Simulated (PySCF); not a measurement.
Ni: ionisation energy

Ni [Ar] 3d8 4s2 (3F) → Ni⁺ [Ar] 3d9 (2D), as a difference of total energies. Computed with PySCF 2.14 in x2c-TZVPPall with one added diffuse shell each of s, p, d, f type (7s6p5d3f1g, 80 functions), with the spin-free X2C one-electron Hamiltonian (Gaussian nucleus). Correlated levels: valence and next inner shell: [Ne] frozen. The calculations carry no spin-orbit coupling.

| method | ionisation energy (eV) | difference from reference (eV) |
| --- | --- | --- |
| UHF | 8.224 | +0.584 |
| MP2 (valence and next inner shell) | 6.527 | -1.113 |
| SCS-MP2 (valence and next inner shell) | 6.854 | -0.786 |
| CCSD (valence and next inner shell) | 7.713 | +0.073 |
| CCSD(T) (valence and next inner shell) | 7.723 | +0.083 |

Reference: 7.640 eV (measured; NIST Atomic Spectra Database, ionization energies).

The reference lies between the lowest fine-structure levels, while these numbers refer to the centres of the terms.

Errors of the correlated levels include the incompleteness of this basis and the frozen core.
